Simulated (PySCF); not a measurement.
# Excitation energy of S+ by level of theory

S+ [Ne] 3s2 3p3 (4S) → S+ [Ne] 3s1 3p3 4s1 (6S), as a difference of total energies. Calculation: PySCF 2.14, in aug-cc-pV(5+d)Z; the non-relativistic Hamiltonian (point nucleus). Correlated levels: valence: [Ne] frozen. The calculations carry no spin-orbit coupling.

| method | excitation energy (eV) |
| --- | --- |
| UHF | 18.480 |
| LDA | 20.561 |
| PBE | 20.463 |
| PBE0 | 20.392 |
| r2SCAN | 20.004 |
| MN15 | 20.246 |
| r2SCAN0 | 20.035 |
| wB97X-V | 20.755 |
| MP2 (valence) | 20.208 |
| SCS-MP2 (valence) | 20.796 |

Problem. How much does correlation contribute at MP2 (valence)?

Solution. 20.208 − (18.480) = 1.728 eV, measured against UHF.

The promoted electron is Rydberg-like, and one or two diffuse shells describe it only roughly, which tends to raise the upper state.
